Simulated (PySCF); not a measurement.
Numbering as in the mapped SMILES `[CH2:1]=[CH:2]/[CH:3]=[CH:4]/[O:5][CH:6]([F:7])[F:8]`. Hydrogens are named by the atom that carries them. Ha(C1) is cis to C3; Hb(C1) is trans to C3.

- GIAO PBE0/pcSseg-1 shieldings
- structure optimised with PBE0-D3(BJ)/def2-SVP
- run in PySCF 2.14
- one conformer, in vacuum, rapidly exchanging positions averaged, relativity neglected

Chemical shifts δ = σref − σ; TMS for ¹³C and ¹H; ¹⁷O against H2O; CFCl3 for ¹⁹F, all at this level.

```tsv
atoms	nucleus	count	Hirshfeld charge	δ (ppm)
C6	¹³C	1	0.21	119.0
C1	¹³C	1	-0.10	?
H(C2)	¹H	1	0.05	6.23
H(C4)	¹H	1	0.06	6.56
C3	¹³C	1	-0.08	117.4
Ha(C1)	¹H	1	0.05	5.42
F7/F8	¹⁹F	2	-0.09	?
C2	¹³C	1	-0.05	140.1
Hb(C1)	¹H	1	0.05	?
H(C6)	¹H	1	0.05	5.98
H(C3)	¹H	1	0.04	5.75
C4	¹³C	1	0.03	150.9
O5	¹⁷O	1	-0.12	?
```

Problem. Fill in the missing shifts.

Solution. 
- C1: 123.1 ppm, terminal =CH2 carbon; as expected for a trigonal carbon in a double bond
- Hb(C1): 5.30 ppm, hydrogen on a terminal =CH2 carbon; a vinylic proton, deshielded by the sp2 carbon and the C=C anisotropy
- O5: 181.6 ppm, ether oxygen
- F7/F8: -98.8 ppm, fluorine of a CF2 group

Shifts are as computed. Against solution values, carbons near 30 ppm lie about +2 ppm off and those near 130 ppm about +5 ppm. Of 1211 compounds with measured shifts, 218 miss one by over three times the rms of a fit or turn the order of signals round; such compounds aren't used in these exercises. Unscaled 19F shifts against computed CFCl3 carry errors that often reach 10 to 50 ppm. Experimental scales use liquid or dissolved standards, which lie at an offset from isolated H2O (liquid H2O: subtract about 36 ppm).
